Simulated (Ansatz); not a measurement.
Consider the formal hydrolysis of a C–Si bond: `N[SiH2]C(Cl)Cl` + H₂O → `OC(Cl)Cl` + `N[SiH3]`.

Isolated molecules relaxed with PBE0-D4/def2-TZVP in Ansatz; ΔE leaves out vibrations. CCSD(T)/CBS adds triple-zeta CCSD(T) − MP2 to the extrapolated MP2 energy (def2 sets, frozen cores). This one scheme is used for every species. DFT in def2-TZVPP. B3LYP here is the variant with VWN-RPA as its local correlation; programs differ in this. One conformer a species, not always the lowest.

```csv
level,ΔE (kcal/mol),difference from CCSD(T)/CBS
r2SCAN-D4,12.7,-4.1
PBE0-D4,13.9,-2.9
B3LYP-D4,13.7,-3.1
B3LYP,11.2,-5.6
HF/def2-TZVPP,10.9,-5.9
SCS-MP2/def2-TZVPP,15.1,-1.7
CCSD/def2-TZVPP,14.8,-2.0
HF/def2-QZVPP,11.1,-5.7
HF/CBS(def2),11.2,-5.6
MP2/CBS(def2),18.6,1.8
CCSD(T)/CBS,16.8,0
```

Largest T1 diagnostic among the species: 0.010.

In def2-TZVPP, CCSD(T) changes the Hartree–Fock value by +4.0 kcal/mol (the triples alone add +0.2 kcal/mol) and MP2 by +5.8 kcal/mol. From PBE to PBE0 (25 % exact exchange), in def2-TZVPP and without D4, ΔE moves by +1.1 kcal/mol. The D4 term adds +2.5 kcal/mol with B3LYP and +1.4 kcal/mol with PBE0; it sums over pairs of atoms, weighted by their polarisabilities, and B3LYP, whose exchange is more repulsive, gets the larger term.
